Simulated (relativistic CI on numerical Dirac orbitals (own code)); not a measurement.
**Co⁺ in a cubic cluster: L2,3 absorption with charge transfer**

Computed with a charge-transfer multiplet model of a cubic metal-ligand cluster with up to 2 ligand holes, Slater and spin-orbit integrals from Dirac-Coulomb-Breit ions, Slater integrals scaled by 0.9. The ground state mixes d8 with configurations of k ligand holes L, whose averages lie at kΔ + k(k − 1)U_dd/2; a core hole lowers each added d electron by U_cd. 300 K, Lorentzian 0.4 eV and Gaussian 0.3 eV FWHM.

Atomic integrals in eV (Slater integrals scaled, ζ unscaled), ground: F2dd 9.320, F4dd 5.741, zeta_d 0.056; with the core hole: F2dd 9.320, F4dd 5.741, zeta_d 0.075, zeta_core 9.677, F2cd 5.986, G1cd 4.436, G3cd 2.520.

Cluster parameters (eV): Δ = 6.7, U_dd = 6.9, U_cd = 8.9, 10Dq(ligand) = 0.8, V(eg) = 1.5, V(t2g) = -0.63, final-state hopping factor = 1.

| Case | n_d | d8 | d9L | d10L2 | S |
| --- | --- | --- | --- | --- | --- |
| 10Dq = -0.35 eV | 8.02 | 0.98 | 0.02 | 0.00 | 1.00 |
| 10Dq = 0.25 eV | 8.07 | 0.93 | 0.07 | 0.00 | 1.00 |
| 10Dq = 0.55 eV | 8.07 | 0.93 | 0.06 | 0.00 | 1.00 |
| 10Dq = 0.85 eV | 8.06 | 0.94 | 0.06 | 0.00 | 1.00 |
| 10Dq = 1.15 eV | 8.06 | 0.94 | 0.06 | 0.00 | 1.00 |

Weights, n_d and S are thermal averages at 300 K. Photon energies count from the first peak over 30 % of the highest in each spectrum, which can be another peak from case to case. The parameters are a model scan and need not match a compound or its usual spin state. A negative ionic 10Dq is a model choice; hopping adds the covalent part of the field. Peaks in eV (height, largest 100):
- 10Dq = -0.35 eV: 0.0 (70), 0.6 (100), 2.3 (23), 16.0 (15)
- 10Dq = 0.25 eV: 0.0 (100), 2.0 (24), 14.6 (19), 15.8 (33)
- 10Dq = 0.55 eV: 0.0 (100), 1.8 (25), 14.6 (23), 15.8 (32)
- 10Dq = 0.85 eV: 0.0 (100), 1.8 (26), 2.7 (6), 14.6 (25), 15.8 (28)
- 10Dq = 1.15 eV: 0.0 (100), 1.8 (25), 14.6 (26), 15.7 (26)

Curve for 10Dq = 1.15 eV (points under 2 left out, the grid thinned):

E (eV), Intensity and a bar:
```
     -1.7        2.1 
     -1.5        2.7 
     -1.3        3.6 
     -1.1        5.0 #
     -1.0        6.1 #
     -0.8        9.7 ##
     -0.6       17.8 #####
     -0.4       38.4 ###########
     -0.2       77.2 #######################
      0.0      100.0 ##############################
      0.2       72.6 ######################
      0.3       52.0 ###############
      0.5       24.2 #######
      0.7       13.4 ###
      0.9       10.0 ##
      1.1        9.9 ##
      1.3       10.7 ###
      1.5       14.2 ####
      1.7       22.5 ######
      1.8       25.1 #######
      2.0       19.6 #####
      2.2       10.0 ##
      2.4        5.5 #
      2.6        4.1 #
      2.8        4.4 #
      3.0        4.5 #
      3.1        3.9 #
      3.3        2.5 
     13.8        2.5 
     14.0        4.3 #
     14.2        8.9 ##
     14.4       19.0 #####
     14.6       25.7 #######
     14.8       17.9 #####
     14.9       13.2 ###
     15.1        8.7 ##
     15.3       10.6 ###
     15.5       19.4 #####
     15.7       25.7 #######
     15.9       18.0 #####
     16.1       10.4 ###
     16.2        8.2 ##
     16.4        5.0 #
     16.6        3.0 
     16.8        2.1
```

For the case 10Dq = 0.25 eV, Δ = 6.7 eV is smaller than U_dd = 6.9 eV, the charge-transfer side of the Zaanen-Sawatzky-Allen scheme. With the core hole the configuration with one ligand hole lies at Δ + U_dd − U_cd = 4.7 eV above the one without, against Δ in the ground state. The added d electron screens the hole, so the order of the configurations is kept and charge-transfer satellites are weaker than in photoemission.
